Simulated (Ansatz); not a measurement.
Stepwise reaction of `[OH][AlH2]` with water, as a gas-phase model of exchange steps in deposition or etching. ΔE in kJ/mol; ΔG adds harmonic PBE0-D4 terms to CCSD(T)/CBS, at 1 bar.

Calculated with Ansatz (gas phase, PBE0-D4/def2-TZVP geometries, no zero-point term in ΔE). CBS: MP2 limit from def2 TZ/QZ plus the TZ coupled-cluster correction, frozen cores. This one scheme is used for every species. DFT in def2-TZVPP. B3LYP here is the variant with VWN-RPA as its local correlation; programs differ in this. One conformer a species, not always the lowest.

```tsv
step	reaction	PBE-D4	B3LYP-D4	ωB97M-V	CCSD(T)/CBS	ΔG(600 K)
1	`[OH][AlH2]` + H₂O → `[OH][AlH][OH]` + H₂	-117.1	-123.0	-121.3	-121.0	-112.6
2	`[OH][AlH][OH]` + H₂O → `[OH][Al]([OH])[OH]` + H₂	-107.8	-115.2	-112.9	-113.9	-104.2
```

Problem. By hand: ΔE of the 2 steps together at CCSD(T)/CBS.

Solution. (-121.0) + (-113.9) = -234.9 kJ/mol, or -117.5 kJ/mol a step.

In ΔE each step is higher than the one before. All are downhill at CCSD(T)/CBS. ΔG lies between -112.6 and -104.2 kJ/mol a step. PBE-D4 differs from CCSD(T)/CBS by 3.9 to 6.1 kJ/mol a step. Isolated molecules leave out the surface, adducts and barriers. Largest T1 diagnostic: 0.012.
